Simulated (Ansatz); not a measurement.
Born–Oppenheimer molecular dynamics of H4OSn (6 atoms, charge 0, multiplicity 1). It starts from a relaxed structure.

These are results of RHF/def2-SVP (Ansatz 0.2.0), not measurements.

| Quantity | Value |
| --- | --- |
| ensemble | NVT, Langevin thermostat |
| time step | 0.25 fs |
| steps asked | 300 |
| set temperature | 400 K |
| friction | 0.05 /fs |
| seed | 474078 |

First frame:

```xyz
6
Properties=species:S:1:pos:R:3
Sn -0.021 -0.024 -0.060
O -0.014 -0.101 1.909
H -0.841 -0.143 2.362
H 1.626 0.014 -0.482
H -0.847 1.390 -0.550
H -0.811 -1.417 -0.659
```

Question: How far do the bonds stretch over the last three quarters of this one trajectory? (Pairs bonded in most of those frames.)

Answer: 
| bond | mean (Å) | spread (Å) | shortest | longest |
| --- | --- | --- | --- | --- |
| Sn1–O2 | 1.983 | 0.027 | 1.95 | 2.02 |
| Sn1–H4 | 1.706 | 0.039 | 1.64 | 1.78 |
| Sn1–H5 | 1.702 | 0.068 | 1.60 | 1.81 |
| Sn1–H6 | 1.715 | 0.030 | 1.67 | 1.79 |
| O2–H3 | 0.947 | 0.022 | 0.91 | 1.00 |

Mean temperature of the second half: 385 K. A run of 0.075 ps of so small a system gives no equilibrium averages.

Run time: 5 min on 1 thread of Intel(R) Xeon(R) CPU @ 2.60GHz (Ice Lake) (shared host), peak memory 0.12 GiB.
